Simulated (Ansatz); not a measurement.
C$_{4}$H$_{3}$F$_{3}$ (`FC1=C[C@H](F)[C@H]1F`), one more setting.

```yaml
crystal:
  periodic: [false, false, false]
  atoms:
    - {symbol: F, position_ang: [-0.061633, -0.935100, -2.217988]}
    - {symbol: C, position_ang: [-0.075048, -0.528680, -0.971324]}
    - {symbol: C, position_ang: [-0.284031, -1.132937, 0.194710]}
    - {symbol: C, position_ang: [0.064443, 0.120998, 0.946688]}
    - {symbol: F, position_ang: [-0.920318, 0.608910, 1.773304]}
    - {symbol: C, position_ang: [0.172183, 0.837259, -0.426126]}
    - {symbol: F, position_ang: [1.382409, 1.404669, -0.724937]}
    - {symbol: H, position_ang: [-0.585083, -2.119918, 0.512682]}
    - {symbol: H, position_ang: [1.004836, 0.115161, 1.501824]}
    - {symbol: H, position_ang: [-0.614459, 1.578338, -0.585833]}
basis:
  gaussian: {orbitals: "6-31G*"}
hamiltonian: {xc: {name: wB97X}}
output: {forces: true}
```

```sh
$ ansatz run in.yaml --threads 4 --pin off --events-out ev --progress --plain --max-ram 10444MiB
```

Shortened log:

```
Functional definition: wB97X
1052 factors; integrals over basis functions are off by at most 9.6e-4 eV
225 factors; integrals over basis functions are off by at most 2.5e-6 eV
mean field evaluation 1: about -12339.7131 eV, gradient 3.7e1 eV
mean field evaluation 2: about -12340.5005 eV, gradient 3.3e1 eV
mean field evaluation 4: about -12342.1187 eV, gradient 1.3e0 eV
mean field evaluation 8: about -12342.3198 eV, gradient 1.5e-1 eV
mean field evaluation 16: about -12342.3199 eV, gradient 7.5e-5 eV
mean field -12342.31990223 eV, -453.5718904819 hartree, gradient 7.5e-5 eV, S^2 0.000000; 0 other end points of the search recorded, 0 dependent functions left out
reference -12342.31988622 eV, -453.5718898935 hartree; 27, 27 occupied and 84, 84 virtual orbitals, 1052 factors
Total energy: -12342.31988622 eV, -453.5718898935 hartree
Atom 0 at    -0.061633    -0.935100    -2.217988 Å, force    -0.010490    -0.146158    -0.475809 eV/Å
Atom 1 at    -0.075048    -0.528680    -0.971324 Å, force     0.024497    -0.024644     0.293480 eV/Å
Atom 2 at    -0.284031    -1.132937     0.194710 Å, force    -0.023615    -0.022286    -0.041352 eV/Å
Atom 3 at     0.064443     0.120998     0.946688 Å, force     0.084328     0.031974     0.069291 eV/Å
Atom 4 at    -0.920318     0.608910     1.773304 Å, force    -0.140507     0.079343     0.072918 eV/Å
Atom 5 at     0.172183     0.837259    -0.426126 Å, force    -0.127863     0.115440     0.088298 eV/Å
Atom 6 at     1.382409     1.404669    -0.724937 Å, force     0.199700     0.047668    -0.033108 eV/Å
Atom 7 at    -0.585083    -2.119918     0.512682 Å, force    -0.020600    -0.088949     0.030430 eV/Å
Atom 8 at     1.004836     0.115161     1.501824 Å, force     0.082318    -0.007077    -0.013933 eV/Å
Atom 9 at    -0.614459     1.578338    -0.585833 Å, force    -0.067767     0.014689     0.009785 eV/Å
Dipole moment:    -0.056754    -0.208853     0.044008 e Å
```

It took 2.9 s on 4 threads of an Arm Neoverse V2 on a shared host, with 0.5 GiB of host memory at the peak.
